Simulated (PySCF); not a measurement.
BrGeH3O, SMILES [OH][GeH2][Br]. Geometry optimised at PBE0-D3(BJ)/def2-SVP. The values are those of a single conformer.

All values below come from PBE0-D3(BJ)/def2-SVP (PySCF).

Harmonic wavenumbers (cm⁻¹): 158, 251, 310, 520, 659, 729, 797, 855, 919, 2170, 2220, 3902. Rotational constants (GHz): 12.35, 1.873, 1.668; symmetry number 1.

**Question.** Work out the zero-point energy and the ideal-gas rigid-rotor harmonic-oscillator thermochemistry at 298.15 K and 1 atm.

**Answer.** ZPE = ½ Σ hcν = ½ × 13490 cm⁻¹ = 80.69 kJ/mol. H − E(el) = 96.27 kJ/mol. Entropy in J/(mol K): translation 172.91, rotation 110.97, vibration 31.01, total 314.89. G − E(el) = 2.39 kJ/mol. Cp = 74.70 J/(mol K).
